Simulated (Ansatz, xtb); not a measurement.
C5H8Si: which of two isomers lies lower

Structure a: `[SiH3]C1C=CC=C1`, a singlet. Structure b: `[SiH3]C1=CC=CC1`, a singlet. Both are isolated molecules in the gas phase, relaxed with PBE-D3(BJ)/def2-SVP.

**Question.** Estimate E(b) − E(a) at the level CCSD(T)/def2-SVP + ΔMP2/def2-TZVPP.

**Answer.** Not settled: CCSD(T)/def2-SVP + ΔMP2/def2-TZVPP gives E(b) − E(a) = +1.49 kcal/mol, but this leans on the basis-set step: CCSD(T) alone gives +0.55 kcal/mol.

Level by level:

```csv
level,geometry,E(b) − E(a) (kcal/mol),departure from the last row (kcal/mol),"job, with rough time for the two"
GFN2-xTB,GFN2-xTB,+1.48,0.00,"optimisation, 0.53 s"
HF/STO-3G,GFN2-xTB,−3.00,−4.48,"single point, 1.4 s"
r2SCAN-D4/def2-SVP,GFN2-xTB,+1.39,−0.10,"single point, 12 s"
PBE-D3(BJ)/def2-SVP,PBE-D3(BJ)/def2-SVP,+1.65,+0.16,"optimisation, 83 s"
HF/def2-SVP,PBE-D3(BJ)/def2-SVP,−1.81,−3.30,part of the CCSD(T) run
MP2/def2-SVP,PBE-D3(BJ)/def2-SVP,+2.29,+0.81,part of the CCSD(T) run
CCSD(T)/def2-SVP,PBE-D3(BJ)/def2-SVP,+0.55,−0.94,single point
CCSD(T)/def2-SVP + ΔMP2/def2-TZVPP,PBE-D3(BJ)/def2-SVP,+1.49,,"single point, 2.8 min"
```

As drawn, both hold the same kinds of bond in the same numbers.

HF/STO-3G, HF/def2-SVP put the two in the other order. The largest departure from CCSD(T)/def2-SVP + ΔMP2/def2-TZVPP is that of HF/STO-3G, 4.48 kcal/mol. The last row adds to CCSD(T) the change of the MP2 difference between the two basis sets, here +0.94 kcal/mol.

With thermal terms from frequencies at re-optimised GFN2-xTB minima (ideal gas, soft modes damped towards free rotors, one conformer each, 298.15 K, 1 atm): on the last row, ΔE + ΔZPE = +1.21, ΔH = +1.40, ΔG = +0.88 kcal/mol.

The correlated steps freeze 10 core orbitals. Programs: Ansatz 0.2.0, xtb 6.7.1; the last row on 2 threads of AMD EPYC (Zen 3) on a shared host.
